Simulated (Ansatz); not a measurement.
Reaction (SMILES): [BH]F (BH-F) → B atom + F atom + H atom
B3LYP-D3(BJ)/def2-TZVP geometries, fixed; electronic energies without zero-point terms.
Largest species:
```
B
F 1 1.3046
H 1 1.2028 2 121.00
```
Charge 0, spin multiplicity 2.

Energies in hartree at MP2 with Ansatz (a first-principles code); the atomisation energy is their sum with the coefficients shown, times 627.509 kcal/mol a hartree. All functions are spherical. Cores are frozen. Open shells are unrestricted. No added dispersion term, no relativity.

```csv
species,coefficient,part,cc-pVDZ,cc-pVTZ,cc-pVQZ
[BH]F (BH-F),-1,Hartree-Fock,-124.68423,-124.73265,-124.74296
[BH]F (BH-F),-1,correlation,-0.25100,-0.32778,-0.35646
B atom,+1,Hartree-Fock,-24.52996,-24.53207,-24.53297
B atom,+1,correlation,-0.03651,-0.04408,-0.04702
F atom,+1,Hartree-Fock,-99.37524,-99.40552,-99.41377
F atom,+1,correlation,-0.14060,-0.19983,-0.22144
H atom,+1,Hartree-Fock,-0.49928,-0.49981,-0.49995
```

**Question.** Predict the atomisation energy in cc-pV5Z (X = 5): let each Hartree-Fock step shrink by the ratio of the last two, and fit each correlation energy at X = 3 and 4 to E + A/X^3. Compare with the run.

**Answer.** 
- [BH]F (BH-F): steps -0.04842 and -0.01031, ratio 0.213, so Hartree-Fock -124.74516 (run: -124.74556); A = (-0.32778 - (-0.35646))/(1/27 - 1/64) = 1.3394, correlation -0.35646 - A/64 + A/125 = -0.36667 (run: -0.36833).
- B atom: steps -0.00211 and -0.00090, ratio 0.427, so Hartree-Fock -24.53335 (run: -24.53312); A = (-0.04408 - (-0.04702))/(1/27 - 1/64) = 0.1373, correlation -0.04702 - A/64 + A/125 = -0.04807 (run: -0.04820).
- F atom: steps -0.03028 and -0.00825, ratio 0.272, so Hartree-Fock -99.41601 (run: -99.41605); A = (-0.19983 - (-0.22144))/(1/27 - 1/64) = 1.0092, correlation -0.22144 - A/64 + A/125 = -0.22914 (run: -0.23068).
- H atom: steps -0.00053 and -0.00014, ratio 0.264, so Hartree-Fock -0.49999 (run: -0.49999).
Predicted 241.76 kcal/mol; the run in cc-pV5Z gives 242.12, a miss of -0.36. Keeping the value in cc-pVQZ, 241.13, would miss by -0.99. All sums are of the energies as printed.
